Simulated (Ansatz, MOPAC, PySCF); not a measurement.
Molecule: disulfane, H2S2 (charge 0, singlet). SMILES: SS
Geometry from a B3LYP-D3(BJ)/def2-TZVP (Ansatz, a first-principles code) optimisation:
```xyz
4

S     -0.9222     0.0561     0.4718
S      0.9228     0.0543    -0.4709
H     -1.5351    -0.8736    -0.2871
H      1.5259    -0.8942     0.2724
```
Charge 0, spin multiplicity 1.

Unscaled harmonic wavenumbers (cm⁻¹) in rising order, each level at the stationary point that it reaches from this structure (no distance between atoms moves by over 0.3 Å); the order of modes can differ between levels, and a negative number is imaginary. B3LYP-D3(BJ)/def2-TZVP (PySCF, at the structure above): 450, 503, 896, 900, 2624, 2627.

AM1 (MOPAC): 310, 414, 787, 812, 1987, 1990. Zero-point energy 9.0 against 11.4 kcal/mol; where all levels lie over 400 cm⁻¹, the wavenumbers are on average 0.824 times those of B3LYP-D3(BJ)/def2-TZVP.

PM3 (MOPAC): 355, 512, 845, 845, 1625, 1627. Zero-point energy 8.3 against 11.4 kcal/mol; where all levels lie over 400 cm⁻¹, the wavenumbers are on average 0.828 times those of B3LYP-D3(BJ)/def2-TZVP.

PM6 (MOPAC): 312, 543, 751, 772, 2678, 2680. Zero-point energy 11.1 against 11.4 kcal/mol; where all levels lie over 400 cm⁻¹, the wavenumbers are on average 0.963 times those of B3LYP-D3(BJ)/def2-TZVP.

B3LYP/6-31G* (Ansatz): 441, 495, 905, 907, 2634, 2636. Zero-point energy 11.5 against 11.4 kcal/mol; where all levels lie over 400 cm⁻¹, the wavenumbers are on average 1.002 times those of B3LYP-D3(BJ)/def2-TZVP.
